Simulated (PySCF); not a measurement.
```xyz
4
charge 0 multiplicity 1, angstrom
Se    0.0001   -0.5678    0.0000
O     1.5664   -0.8441    0.0000
Cl   -0.3584    0.8409    1.6503
Cl   -0.3584    0.8409   -1.6503
```

All numbers come from PBE0 in PySCF with Se def2-TZVP, O def2-TZVP, Cl def2-TZVP; no relativity; density-fitted integrals.

This geometry of SeOCl₂ is a stationary point at this level.

(1) What is the point group?

(2) Is it a minimum?

(3) List the harmonic modes with their infrared intensities.

(4) What are the dipole moment and the gap between the highest occupied and lowest empty levels?

(5) What is the atomisation energy, with and without zero-point energy?

Results:

(1) Cs.

(2) Yes: all harmonic wavenumbers are real.

(3) 
```json
{"symmetry": "a'", "ω (cm⁻¹)": "150", "IR (km/mol)": "0.4"}
{"symmetry": "a''", "ω (cm⁻¹)": "241", "IR (km/mol)": "0.4"}
{"symmetry": "a'", "ω (cm⁻¹)": "273", "IR (km/mol)": "6.8"}
{"symmetry": "a''", "ω (cm⁻¹)": "368", "IR (km/mol)": "119"}
{"symmetry": "a'", "ω (cm⁻¹)": "397", "IR (km/mol)": "54.0"}
{"symmetry": "a'", "ω (cm⁻¹)": "1044", "IR (km/mol)": "101"}
```

(4) 2.23 D and 6.09 eV.

(5) 896 kJ/mol without, 881 kJ/mol with.

This need not be the most stable arrangement of these atoms.
